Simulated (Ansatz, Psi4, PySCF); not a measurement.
C$_{4}$H$_{5}$ (SMILES C=C1[CH-]C1), charge -1, singlet, geometry from GFN2-xTB (in this run its highest filled SCF level lies above zero, so its values depend strongly on the basis, on diffuse functions most of all). Base run: BHANDHLYP/STO-3G (PySCF).

The PySCF input:
```python
from pyscf import gto, scf, dft

mol = gto.Mole()
mol.atom = '''
    C     0.021750   -0.124087    0.255117
    C    -0.033827   -0.782439   -0.961492
    C    -0.035626    0.726941   -0.964821
    C    -0.037035   -0.027250    1.591444
    H     0.747122   -1.391700   -1.416436
    H     0.850665    1.354454   -1.191191
    H    -0.956001    1.255631   -1.252265
    H     0.069072   -0.895666    2.235814
    H    -0.202431    0.918290    2.102586
'''
mol.basis = 'sto-3g'
mol.charge = -1
mol.spin = 0
mol.verbose = 4
mol.build()

mf = dft.RKS(mol)
mf.xc = 'bhandhlyp'
mf.kernel()
```

The same geometry, method and basis name were run in Ansatz (a quantum-chemistry and plane-wave program) and Psi4 and PySCF, at each program's defaults and at the settings that a row names. The base is PySCF at its defaults. Differences at the defaults can come from grids, fitting, cores and function types together.

```
code and settings                                                                             ΔE vs base (µEh)  basis functions      E (Eh)  SCF cycles
--------------------------------------------------------------------------------------------  ----------------  ---------------  ----------  ----------
PySCF, defaults (exact integrals, its default grid, spherical functions)                                   0.0               25  -153.17077          10
Psi4, defaults (density fitting with its default set, its default grid, spherical functions)                 ?               25  -153.17165           9
Ansatz, defaults (factorised integrals, its default grid, spherical functions)                             7.0               25  -153.17076           -
PySCF, density fitting with def2-universal-jkfit                                                          -880               25  -153.17165          10
PySCF, fine grid                                                                                           0.1               25  -153.17077          10
Psi4, exact integrals, spherical functions, fine grid                                                      0.1               25  -153.17077          11
Ansatz, high accuracy                                                                                      0.1               25  -153.17077           -
```

Task: What belongs in the gaps?

Result: 
- Psi4, defaults (density fitting with its default set, its default grid, spherical functions), ΔE vs base (µEh): -879
